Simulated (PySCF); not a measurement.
# From computed data to an observable: entropy of an ideal gas

H2OSi, SMILES [SiH2]=O.

Geometry: PBE-D3(BJ)/def2-TZVP.

PBE-D3(BJ)/def2-TZVP run with PySCF gives the harmonic wavenumbers 653, 657, 968, 1179, 2139, 2159 cm⁻¹ and the rotational temperatures 7.8095, 0.8730, 0.7852 K. The molar mass is 46.10 g/mol, the symmetry number 2, the spin multiplicity 1.

### Question
Work out the entropy at 298.15 K and 1 atm in the rigid-rotor, harmonic-oscillator model.

### Answer

Translation (Sackur–Tetrode at 1 atm): S = R[1.5 ln M + 2.5 ln T − 1.16487] = 156.5 J/(mol K).
Rotation: q = (√π/σ) T^1.5/√(θA θB θC) = 1970, S = R[ln q + 3/2] = 75.6 J/(mol K).
Vibration: with u = 1.4388 ν/T, each mode gives R[u/(e^u − 1) − ln(1 − e^−u)]:
```csv
ν (cm⁻¹),modes,u,S (J/(mol K))
653,1,3.15,1.54
657,1,3.17,1.51
968,1,4.67,0.45
1179,1,5.69,0.19
```
The stiffer modes add less than 0.005 each. Sum 3.7 J/(mol K).
Spin: R ln 1 = 0.0 J/(mol K).
Total 235.8 J/(mol K); the program's own thermochemistry gives 235.8. Translation makes up 66 % and vibration 2 %. Anharmonicity, hindered rotation and orbital degeneracy are left out.
